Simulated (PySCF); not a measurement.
SiClBr, SMILES Cl[Si]Br (connectivity only; charge and spin as stated), neutral, multiplicity 1. Atoms are numbered in the order given.

```xyz
3

Si     1.0208     0.6420     0.0000
Cl    -0.4798     2.0759     0.0000
Br    -0.1752    -1.2651     0.0000
```

Coordinates come from a PBE0-D3(BJ)/def2-TZVP optimisation.

These are TDA-LC-ωPBE/def2-SVPD run with PySCF values and carry that method's errors.

Vertical excitations. Gas-phase values at a fixed geometry. State labels are in the subgroup Cs.

Task: Give excitation energies, oscillator strengths and character. (An estimate is asked for; the answer gives what the named calculation found.)

Result: 
```csv
state,symmetry,energy (eV),λ (nm),f,main pairs
S1,A",3.78,328,0.038,HOMO→LUMO 98 %
S2,A",4.96,250,0.000,HOMO−1→LUMO 98 %
S3,A',5.75,216,0.019,HOMO−2→LUMO 85 %
S4,A',6.57,189,0.133,"HOMO→LUMO+2 47 %, HOMO→LUMO+1 27 %, HOMO−3→LUMO 15 %"
S5,A",6.62,187,0.011,HOMO−4→LUMO 97 %
S6,A',6.94,179,0.297,"HOMO→LUMO+1 45 %, HOMO→LUMO+2 22 %, HOMO−1→LUMO+1 7 %"
S7,A',7.19,173,0.125,"HOMO−3→LUMO 68 %, HOMO→LUMO+2 14 %"
S8,A",7.32,169,0.002,HOMO−5→LUMO 96 %
S9,A',7.75,160,0.224,HOMO−1→LUMO+1 71 %
S10,A",7.79,159,0.009,HOMO−2→LUMO+1 79 %
T1,A",2.01,616,0,HOMO→LUMO 94 %
T2,A",4.81,258,0,HOMO−1→LUMO 97 %
T3,A',4.91,253,0,"HOMO−2→LUMO 71 %, HOMO→LUMO+1 17 %"
T4,A',4.94,251,0,"HOMO→LUMO+1 46 %, HOMO−2→LUMO 25 %, HOMO→LUMO+2 15 %"
```
Triplets are in the Tamm–Dancoff approximation.
